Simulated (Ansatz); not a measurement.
Consider the redistribution: `C=CN[SiH3]` + `[NH2][SbH][SH]` → `C=CN[SiH2]S` + `[NH2][SbH2]`.

Calculated with Ansatz (gas phase, PBE0-D4/def2-TZVP geometries, no zero-point term in ΔE). CCSD(T)/CBS adds triple-zeta CCSD(T) − MP2 to the extrapolated MP2 energy (def2 sets, frozen cores). This one scheme is used for every species. Functionals use def2-TZVPP. B3LYP here is the variant with VWN-RPA as its local correlation; programs differ in this. HSE06 is defined as in plane-wave codes. Elements past krypton have def2 core potentials. For Sb outer-core shells are correlated without core-valence functions, which leaves a few kJ/mol of doubt a bond. Each species was taken in one conformer, which may not be the lowest.

```
             level  ΔE (kJ/mol)  difference from CCSD(T)/CBS
            PBE-D4         -8.4                         -1.4
         revPBE-D4         -8.5                         -1.5
           BLYP-D4         -2.6                          4.4
            B97M-V        -14.2                         -7.2
           PBE0-D4        -11.3                         -4.3
          B3LYP-D4         -5.5                          1.5
        r2SCANh-D4        -11.2                         -4.2
        r2SCAN0-D4        -12.4                         -5.4
          HSE06-D4        -11.1                         -4.1
          BHLYP-D4         -7.3                         -0.3
      CAM-B3LYP-D4         -9.7                         -2.7
           ωB97X-V        -11.9                         -4.9
           ωB97M-V        -12.3                         -5.3
            B2PLYP         -7.6                         -0.6
          PBE-QIDH        -13.0                         -6.0
               PBE         -8.0                         -1.0
            revPBE         -6.8                          0.2
              BLYP         -1.8                          5.2
              PBE0        -10.8                         -3.8
             B3LYP         -5.1                          1.9
           r2SCANh        -10.8                         -3.8
           r2SCAN0        -11.9                         -4.9
             HSE06        -10.6                         -3.6
         CAM-B3LYP         -9.2                         -2.2
RPA@PBE/def2-TZVPP        -12.9                         -5.9
       HF/def2-SVP        -12.0                         -5.0
      MP2/def2-SVP        -17.0                        -10.0
     CCSD/def2-SVP        -17.5                        -10.5
  CCSD(T)/def2-SVP        -17.5                        -10.5
     HF/def2-TZVPP         -8.7                         -1.7
    MP2/def2-TZVPP        -11.4                         -4.4
SCS-MP2/def2-TZVPP        -10.0                         -3.0
   CCSD/def2-TZVPP        -14.7                         -7.7
CCSD(T)/def2-TZVPP        -14.5                         -7.5
     HF/def2-QZVPP         -6.7                          0.3
    MP2/def2-QZVPP         -6.5                          0.5
SCS-MP2/def2-QZVPP         -5.7                          1.3
      HF/CBS(def2)         -6.5                          0.5
     MP2/CBS(def2)         -4.0                          3.0
    CCSD/CBS(def2)         -7.3                         -0.3
       CCSD(T)/CBS         -7.0                            0
```

Largest T1 diagnostic among the species: 0.013.

At CCSD(T), def2-SVP lies −10.4 kJ/mol from the extrapolated value and def2-TZVPP −7.4 kJ/mol. Leaving LDA and LC-ωPBE aside and taking each functional with its dispersion term where it has one, the values spread over 11.6 kJ/mol, from B97M-V to BLYP-D4. LDA lies −5.4 kJ/mol from PBE without D4.
